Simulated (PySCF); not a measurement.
Job file and geometry (Å, from GFN2-xTB) of an NMR shielding run on SMILES C[Si](C)(C)P[SiH3], C$_{3}$H$_{13}$PSi$_{2}$, GIAO PBE0/pcSseg-1 NMR shielding, non-relativistic, gas phase (PySCF); density fitting, a coarse starting grid and PySCF grid level 2 are the driver's defaults:

```
$ OMP_NUM_THREADS=1 python probes_run.py task.json out

{"job": {"kind": "nmr", "xc": "PBE0", "basis": "pcSseg-1"}, "charge": 0, "multiplicity": 1}
C     -0.943589    -0.845640     1.449311
Si    -0.559738    -0.000009    -0.225338
C     -1.851567    -0.556628    -1.516913
C     -0.609921     1.896123    -0.016393
P      1.470584    -0.529020    -1.077506
Si     2.850686    -0.054963     0.602535
H     -0.814564    -1.922348     1.383852
H     -0.290081    -0.482101     2.236938
H     -1.968093    -0.655621     1.754692
H     -1.657401    -0.096996    -2.481294
H     -1.829399    -1.633332    -1.657638
H     -2.856544    -0.281059    -1.211939
H     -1.601966     2.236925     0.262366
H      0.084359     2.227966     0.749767
H     -0.335663     2.390376    -0.943546
H      1.375046    -1.878050    -0.796845
H      2.901868     1.400939     0.733514
H      4.167287    -0.579637     0.240649
H      2.458893    -0.627676     1.894593
```

Question: What does the program print?

Answer: 
```
coarse grid: 16192 points
cycle   1  E = -1041.8440790034  dE =  4.705e-02  |g| = 5.121e-01  |ddm| = 3.743e+00
cycle   2  E = -1041.8323925233  dE =  1.169e-02  |g| = 5.517e-01  |ddm| = 9.007e-01
cycle   3  E = -1041.9116185537  dE = -7.923e-02  |g| = 2.820e-02  |ddm| = 4.925e-01
cycle   4  E = -1041.9117944491  dE = -1.759e-04  |g| = 1.741e-02  |ddm| = 7.542e-02
cycle   5  E = -1041.9118875078  dE = -9.306e-05  |g| = 1.971e-03  |ddm| = 2.951e-02
cycle   6  E = -1041.9118882511  dE = -7.433e-07  |g| = 5.880e-04  |ddm| = 3.632e-03
final grid: 139240 points
cycle   7  E = -1041.9453550486  dE = -3.120e-05  |g| = 7.741e-03  |ddm| = 2.770e-02
cycle   8  E = -1041.9453492886  dE =  5.760e-06  |g| = 8.979e-03  |ddm| = 1.497e-02
cycle   9  E = -1041.9453703180  dE = -2.103e-05  |g| = 3.291e-04  |ddm| = 8.652e-03
cycle  10  E = -1041.9453703460  dE = -2.801e-08  |g| = 1.352e-04  |ddm| = 8.126e-04
cycle  11  E = -1041.9453703519  dE = -5.840e-09  |g| = 3.156e-05  |ddm| = 2.569e-04
cycle  12  E = -1041.9453703521  dE = -1.949e-10  |g| = 6.250e-06  |ddm| = 4.267e-05
converged SCF energy = -1041.9453703521

GIAO shielding tensors (ppm)
atom      isotropic    diamagn.    paramagn.     s11        s22        s33       span
  0 C      184.035     255.873     -71.838    175.843    184.353    191.908     16.065
  1 Si     343.125     881.505    -538.380    326.528    343.657    359.190     32.662
  2 C      183.508     254.174     -70.665    175.810    181.755    192.960     17.151
  3 C      187.002     255.308     -68.307    182.167    186.079    192.759     10.592
  4 P      627.269     970.789    -343.520    565.382    601.153    715.273    149.891
  5 Si     435.717     880.635    -444.918    405.449    433.358    468.343     62.894
  6 H       31.697      32.481      -0.785     27.643     29.226     38.221     10.578
  7 H       31.271      33.185      -1.914     26.586     29.816     37.411     10.826
  8 H       31.481      31.686      -0.205     26.951     28.651     38.841     11.890
  9 H       31.423      31.207       0.217     26.926     29.106     38.238     11.313
 10 H       31.481      31.500      -0.019     27.166     29.350     37.927     10.761
 11 H       31.501      30.832       0.668     26.881     28.646     38.975     12.094
 12 H       31.550      31.425       0.125     27.016     28.571     39.063     12.047
 13 H       31.508      33.065      -1.558     26.488     30.212     37.824     11.335
 14 H       31.564      31.955      -0.391     27.187     29.075     38.430     11.243
 15 H       31.487      32.859      -1.371     25.864     28.491     40.107     14.242
 16 H       27.826      30.079      -2.253     23.939     26.483     33.057      9.117
 17 H       27.639      28.975      -1.336     23.581     24.996     34.340     10.759
 18 H       27.499      30.061      -2.562     22.926     26.831     32.741      9.815
```

Size and cost of the density-fitted run: 188 basis functions, of the order of 80 core-seconds.
